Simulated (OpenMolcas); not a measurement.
Consider [Cu2(μ-OH)2(Cl)4]2-, a planar model complex in vacuum (2 bridging OH, bridge angle 86°, metal-metal distance 2.59 Å, Cu–OH 1.90 Å; typed geometry, not optimised).

```xyz
10

Cu    -1.2958     0.0000     0.0000
Cu     1.2958     0.0000     0.0000
O      0.0000     1.3896     0.0000
H      0.0000     2.3496     0.0000
O      0.0000    -1.3896     0.0000
H      0.0000    -2.3496     0.0000
Cl    -2.9434     1.6476     0.0000
Cl    -2.9434    -1.6476     0.0000
Cl     2.9434     1.6476     0.0000
Cl     2.9434    -1.6476     0.0000
```

Question: Give the energies of the total-spin states at CASSCF(2,2) on the singly occupied d orbitals (ANO-RCC-VDZP on Cu, O, Cl and ANO-RCC-VDZ on H, scalar-relativistic DKH2, RICD, no spin-orbit coupling, OpenMolcas), and the exchange constant.

Answer: Local spins 1/2 and 1/2.

```
total S  E (cm⁻¹)  natural occupations, lowest and highest
-------  --------  ---------------------------------------
1             0.0                             1.000, 1.000
0            27.5                             0.991, 1.009
```

J = 13.8 cm⁻¹ (ferromagnetic).

J is defined by H = −2J S1·S2, so negative values are antiferromagnetic. Wave-function values come from the highest and lowest total spin; broken-symmetry values use Yamaguchi's formula with the computed ⟨S²⟩. The active space holds the singly occupied metal orbitals alone, without bridging-ligand orbitals. No row is a measured value.
